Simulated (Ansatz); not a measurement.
Stepwise reaction of `[GaH2][SeH]` with water, as a gas-phase model of exchange steps in deposition or etching. ΔE in kJ/mol; ΔG adds harmonic PBE0-D4 terms to CCSD(T)/CBS, at 1 bar.

Program: Ansatz. Geometries: PBE0-D4/def2-TZVP. ΔE: electronic, gas phase. CCSD(T)/CBS adds triple-zeta CCSD(T) − MP2 to the extrapolated MP2 energy (def2 sets, frozen cores). This one scheme is used for every species. Functionals use def2-TZVPP. B3LYP here is the variant with VWN-RPA as its local correlation; programs differ in this. For Ga, Se outer-core shells are correlated without core-valence functions, which leaves a few kJ/mol of doubt a bond. Scalar relativity is left out up to krypton. Each species was taken in one conformer, which may not be the lowest.

```tsv
step	reaction	PBE-D4	B3LYP-D4	ωB97M-V	CCSD(T)/CBS	ΔG(400 K)
1	`[GaH2][SeH]` + H₂O → `[OH][GaH][SeH]` + H₂	-40.7	-41.6	-38.8	-40.8	-39.8
2	`[OH][GaH][SeH]` + H₂O → `[OH][Ga]([OH])[SeH]` + H₂	-30.7	-33.4	-30.8	-33.5	-33.1
```

By hand: ΔE of the 2 steps together at CCSD(T)/CBS.

(-40.8) + (-33.5) = -74.3 kJ/mol, or -37.1 kJ/mol a step.

In ΔE each step is higher than the one before. All are downhill at CCSD(T)/CBS. ΔG lies between -39.8 and -33.1 kJ/mol a step. PBE-D4 differs from CCSD(T)/CBS by 0.1 to 2.8 kJ/mol a step. Isolated molecules leave out the surface, adducts and barriers. Largest T1 diagnostic: 0.013.
